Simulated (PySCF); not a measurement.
**Static response to an electric field**

Species: C₆H₇FN₂.
Structure used (GFN2-xTB), in Å, numbered top down from 1:
```xyz
16
C6H7FN2 angstrom
N     -3.711    2.233   -0.283
C     -2.959    1.381   -0.407
C     -1.995    0.319   -0.540
C     -0.845    0.505    0.463
C      0.122   -0.580    0.377
N      0.452   -1.669   -0.154
C      1.396   -1.100    0.863
C      2.686   -0.492    0.379
F      2.809    0.802    0.850
H     -1.608    0.319   -1.562
H     -2.494   -0.638   -0.366
H     -1.233    0.541    1.487
H     -0.324    1.452    0.287
H      1.431   -1.591    1.829
H      2.707   -0.431   -0.714
H      3.558   -1.041    0.745
```

Level: PBE0/def2-SVPD (PySCF), static field, nuclei fixed, core orbitals frozen in the response. The polarisability tensor in these axes (au):

```
x    95.48 -16.62   6.14
y   -16.62  77.66   1.20
z     6.14   1.20  64.10
```

Q: Diagonalise the tensor; give its mean and Δα, where Δα² is half the sum of the squared differences of the eigenvalues.

A: Principal values 61.00, 70.28 and 105.95 au; mean 79.08 au = 11.72 Å³ = 13.04 × 10⁻⁴⁰ C²·m²/J; Δα = 41.11 au (52 % of the mean).

Q: What is the dipole moment, and where does it point?

A: (1.76, -2.18, 0.38) D, 2.83 D in size, pointing from the negative to the positive side. Measured along this direction, the outermost atoms are N1 at the negative end and H16 at the positive end.

Q: Refractivity n − 1 of an ideal gas of it at 400 K and 1 atm, from the electronic α?

A: N = p/kT = 1.8347 × 10¹⁹ cm⁻³, so n − 1 = 2π × N × 11.72 × 10⁻²⁴ cm³ = 1351 × 10⁻⁶ at long wavelengths, for an ideal gas.

Q: Orientational against electronic polarisability at 250 K (dilute gas, rigid molecules)?

A: In Gaussian units μ²/3kT = 77.27 Å³ against 11.72 Å³, a ratio of 6.59; the Debye molar polarisation (4π/3)N_A(α + μ²/3kT) is 224.5 cm³/mol, leaving out the vibrational part.

Q: Directions of the eigenvectors, and the extent of the frame along each?

A: Largest value along (0.86, -0.50, 0.11), where the nuclei span 7.99 Å; middle along (0.38, 0.76, 0.52), 3.74 Å; least along (-0.35, -0.41, 0.85), 3.06 Å. The response follows the extents in order.

Q: Form Σ f/ω² (atomic units) for the 6 lowest TDDFT singlets, given as eV and f, and set it beside the mean polarisability, which is this sum over all singlets: 5.25, 0.0009; 6.85, 0.0529; 7.27, 0.0164; 7.64, 0.0038; 7.73, 0.0012; 7.77, 0.1830.

A: They add up to 3.39 au, 4.3 % of the 79.08 au; the largest single term is 2.24 au, from the state at 7.77 eV. Terms in order: 0.02, 0.83, 0.23, 0.05, 0.01, 2.24 au. Higher excitations give the rest. The strengths listed sum to 0.258.

Q: What are the principal values of the traceless quadrupole moment, Θ = ½Σq(3rr − r²1), about the centre of nuclear charge?

A: -18.17, 1.98, 16.20 D·Å. The values depend on the origin, since the dipole doesn't vanish. The electronic extent ⟨r²⟩ about the same centre is 1742 bohr², a root-mean-square distance of 2.72 Å for the 66 electrons.

The structure is a single GFN2-xTB conformer in the gas phase; no vibrational or solvent corrections.
